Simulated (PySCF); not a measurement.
How methods differ on the excitation energy of Re²⁺

Re²⁺ [Xe] 4f14 5d5 (6S) → Re²⁺ [Xe] 4f14 5d4 6p1 (high-spin determinant), as a difference of total energies. Calculation: PySCF 2.14, in aug-cc-pwCVDZ-PP with ECP60MDF; a scalar-relativistic core potential. Correlated levels: valence: 5s2 5p6 frozen. The calculations carry no spin-orbit coupling.

| method | excitation energy (cm⁻¹) |
| --- | --- |
| UHF | 77271 |
| MP2 (valence) | 78973 |
| SCS-MP2 (valence) | 77838 |
| CCSD (valence) | 78687 |
| CCSD(T) (valence) | 78619 |

The determinant of the upper state mixes LS terms, which raises its energy above the lowest term, most at the Hartree-Fock and MP2 levels.
